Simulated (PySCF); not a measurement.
Job file and geometry (Å, from GFN2-xTB) of an NMR shielding run on `InChI=1S/C5H5FN/c1-4-2-5(6)7-3-4/h2-3H,1H3/q-1`, GIAO PBE0/pcSseg-1 NMR shielding, non-relativistic, gas phase (PySCF 2.14.0, density-fitted response routines); density fitting, a coarse starting grid and PySCF grid level 2 are the driver's defaults:

```
$ OMP_NUM_THREADS=1 python probes_run.py task.json out

{"job": {"kind": "nmr", "xc": "PBE0", "basis": "pcSseg-1"}, "charge": -1, "multiplicity": 1}
C     -1.761543    -0.153809     0.032896
C     -0.280104     0.058092    -0.018529
C      0.393289     1.225254    -0.330803
N      1.738466     1.074662    -0.285426
C      1.899225    -0.202944     0.059696
F      3.168507    -0.732471     0.206671
C      0.724130    -0.898810     0.242795
H     -2.282560     0.772204    -0.216337
H     -2.081902    -0.924770    -0.676399
H     -2.088411    -0.470013     1.029593
H     -0.031977     2.185354    -0.591202
H      0.604078    -1.933436     0.521021
```

Q: What does the program print?

A: 
```
coarse grid: 10680 points
cycle   1  E = -347.5724311308  dE =  1.177e+00  |g| = 6.474e-01  |ddm| = 3.324e+00
cycle   2  E = -347.5409077209  dE =  3.152e-02  |g| = 7.969e-01  |ddm| = 1.737e+00
cycle   3  E = -347.6729820524  dE = -1.321e-01  |g| = 1.111e-01  |ddm| = 9.343e-01
cycle   4  E = -347.6755149401  dE = -2.533e-03  |g| = 4.317e-02  |ddm| = 1.509e-01
cycle   5  E = -347.6758947245  dE = -3.798e-04  |g| = 1.432e-02  |ddm| = 6.021e-02
cycle   6  E = -347.6759421468  dE = -4.742e-05  |g| = 4.747e-03  |ddm| = 2.001e-02
cycle   7  E = -347.6759469749  dE = -4.828e-06  |g| = 1.336e-03  |ddm| = 5.265e-03
final grid: 105496 points
cycle   8  E = -347.7225373167  dE = -2.942e-05  |g| = 7.771e-03  |ddm| = 3.466e-02
cycle   9  E = -347.7225272394  dE =  1.008e-05  |g| = 1.084e-02  |ddm| = 1.914e-02
cycle  10  E = -347.7225512055  dE = -2.397e-05  |g| = 1.468e-03  |ddm| = 1.062e-02
cycle  11  E = -347.7225516353  dE = -4.298e-07  |g| = 3.376e-04  |ddm| = 1.571e-03
cycle  12  E = -347.7225516567  dE = -2.137e-08  |g| = 1.713e-04  |ddm| = 5.374e-04
cycle  13  E = -347.7225516627  dE = -6.067e-09  |g| = 1.596e-05  |ddm| = 1.728e-04
cycle  14  E = -347.7225516628  dE = -5.014e-11  |g| = 5.652e-06  |ddm| = 2.167e-05
converged SCF energy = -347.7225516628

GIAO shielding tensors (ppm)
atom      isotropic    diamagn.    paramagn.     s11        s22        s33       span
  0 C      169.305     245.222     -75.917    158.777    159.715    189.424     30.647
  1 C       80.157     258.644    -178.487      4.239     83.136    153.097    148.858
  2 C       71.185     250.481    -179.296     -0.047     93.770    119.831    119.877
  3 N        5.787     338.942    -333.155   -176.052    -11.615    205.028    381.079
  4 C       18.816     254.336    -235.520    -40.878     40.794     56.530     97.408
  5 F      321.084     474.423    -153.339    239.367    345.244    378.641    139.274
  6 C      107.065     252.569    -145.503     55.767    110.906    154.523     98.756
  7 H       29.998      30.011      -0.013     25.869     29.246     34.879      9.010
  8 H       29.300      29.418      -0.118     24.409     27.647     35.846     11.437
  9 H       29.303      29.422      -0.119     24.408     27.659     35.841     11.434
 10 H       25.977      33.304      -7.327     23.203     26.254     28.473      5.270
 11 H       26.862      33.717      -6.855     24.554     27.651     28.381      3.827
```

Q: Turn these shieldings into chemical shifts. δ = σ(ref) − σ, references computed at the same level: TMS for 13C (σref 186.93), 1H (σref 31.72); 15N (σref 267.73) against NH3; 19F (σref 170.95) vs CFCl3.

A: Averaging equivalent atoms: C 4: 168.1; C 2: 115.7; C 1: 106.8; C 6: 79.9; C 0: 17.6; N 3: 261.9; F 5: -150.1; H 10: 5.74; H 11: 4.86; H 7/8/9: 2.18 ppm. Unscaled 19F shifts against computed CFCl3 carry errors that often reach 10 to 50 ppm. Experimental scales use liquid or dissolved standards, which lie at an offset from isolated NH3 (liquid NH3: subtract about 20 ppm). Unscaled 15N shifts of sp2 nitrogen often come out too high even then, by a few to some tens of ppm.

Size and cost of the density-fitted run: 144 basis functions, 23 s wall time on 1 thread of an Arm Neoverse N1, shared host; peak memory 0.69 GiB.
